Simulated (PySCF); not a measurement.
Electron correlation in Sr³⁴⁺ (strontium, charge +34)

Starting occupation: [He] 2s2. Computed with PySCF 2.14 in an even-tempered Gaussian basis (17 s from 3.3 bohr⁻², ratio 2.6; 12 p from 4.3 bohr⁻², ratio 2.6; 7 d from 4.4 bohr⁻², ratio 2.8; 4 f from 87 bohr⁻², ratio 2.8), with X2C-1e with screened-nucleus spin-orbit coupling, Gaussian nucleus. Frozen: nothing; 4 electrons correlated; the 32 highest virtual spinors left out.

MP2 pair energies summed by pair of shells (mhartree):

| pair | energy | share (%) |
| --- | --- | --- |
| 2s1/2-2s1/2 | -203.72 | 76.3 |
| 1s1/2-1s1/2 | -46.02 | 17.2 |
| 1s1/2-2s1/2 | -17.43 | 6.5 |

Total MP2 correlation energy: -267.18 mhartree.

The virtual space was cut to 50 spinors, which keep -253.59 of the -267.18 mhartree of MP2 correlation.

| level | correlation energy (mhartree) |
| --- | --- |
| CCSD | -387.26 |
| (T) | -0.40 |
| CCSD(T) | -387.66 |

Diagnostics: T1 = 0.00045, largest double amplitude 0.142.

Cost of the coupled-cluster step: of the order of 8 core-seconds, for 4 occupied and 50 virtual spinors.

Iterations:

```
Init t2, MP2 energy = -0.253594492576755
CCSD nocc = 4, nmo = 54
Init t2, MP2 energy = -0.253594492576755
Init E_corr(GCCSD) = -0.253594492576755
cycle = 1  E_corr(GCCSD) = -0.328635618903095  dE = -0.0750411263  norm(t1,t2) = 0.0420471
cycle = 2  E_corr(GCCSD) = -0.360299529478543  dE = -0.0316639106  norm(t1,t2) = 0.0197771
cycle = 3  E_corr(GCCSD) = -0.387206907642729  dE = -0.0269073782  norm(t1,t2) = 0.0100175
cycle = 4  E_corr(GCCSD) = -0.387106799148084  dE = 0.000100108495  norm(t1,t2) = 0.00179052
cycle = 5  E_corr(GCCSD) = -0.387300878356257  dE = -0.000194079208  norm(t1,t2) = 5.42901e-05
cycle = 6  E_corr(GCCSD) = -0.387260572664518  dE = 4.03056917e-05  norm(t1,t2) = 1.4199e-05
cycle = 7  E_corr(GCCSD) = -0.387260578889085  dE = -6.22456686e-09  norm(t1,t2) = 1.94046e-08
GCCSD converged
E(GCCSD) = -1782.035004032759  E_corr = -0.3872605788890853
```

The coupled-cluster values are those of the cut space; adding the MP2 remainder, -13.59 mhartree, estimates the full space.

At this charge the one-electron X2C treatment keeps the bare 1/r₁₂, with no two-electron picture change or Breit term. That inflates the 1s pair energies well beyond their four-component values.
